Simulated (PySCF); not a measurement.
A structure optimised at r2SCAN-D4/def2-TZVP, used in a PySCF frequency run:

```
Al
Cl 1 2.1038
Cl 1 2.1038 2 118.67
```
Charge 0, spin multiplicity 2.

Q: Write its SMILES, formula and point group.

A: [Cl][Al][Cl], AlCl2, C2v

Q: What are its rotational constants (standard atomic weights)?

A: 22.463, 2.1767, 1.9844 GHz
